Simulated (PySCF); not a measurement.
**Structure from NMR data**

The spectra below were simulated for a compound C₅H₁₀NP₃Si.

¹H NMR (600 MHz, computed): δ 10.82 (m, 1H), 5.01 (m, 3H), 3.54 (s, 6H).

¹³C{¹H} NMR (computed): δ 201.7 (C), 195.5 (C), 187.8 (CH), 46.4 (CH3).

Computational details: GFN2-xTB geometry, NMR shieldings at PBE0/pcSseg-1/GIAO, in PySCF 2.14 (one computed conformer, one averaged value for each set of equivalent atoms, non-relativistic, isolated molecule).

Scale: ¹H (σ = 31.72 ppm), ¹³C (σ = 186.93 ppm) against TMS (reference shieldings calculated alike).

Task: Propose a structure and justify it.

Result: 
4 carbon signals for 5 carbons: some carbons are equivalent by symmetry or fast rotation. Carbon types of the structure: 2 × C, 1 × CH, 2 × CH3, leaving 3 H on heteroatoms. δC 201.7: aromatic carbon bearing nitrogen; the electronegative substituent deshields the carbon that carries it. δC 195.5: substituted aromatic carbon. δC 187.8: aromatic CH. δC 46.4: methyl carbon bonded to N; pulled downfield by the heteroatom. δH 10.82: hydrogen on an aromatic CH; ring-current deshielding. δH 5.01: hydrogen on a silicon bonded to C. δH 3.54: hydrogen on a methyl carbon bonded to N; its carbon carries N, hence the downfield position.

These data were computed for `CN(C)c1pcpc([SiH3])p1`.

This is the structure that produced the data.

Splittings by ³¹P in the carbon and heteronuclear signals aren't shown, as no couplings were computed. Shifts are as computed. Against solution values, carbons near 30 ppm lie about +3 ppm off and those near 130 ppm about +5 ppm. Of 1211 compounds with measured shifts, 218 miss one by over three times the rms of a fit or turn the order of signals round; such compounds aren't used in these exercises. No couplings were computed; multiplicities are counted from neighbouring protons, with m where these are inequivalent, close in shift, in a saturated or five-membered ring or joined by F or P, and br s for small geminal =CH2 splittings.
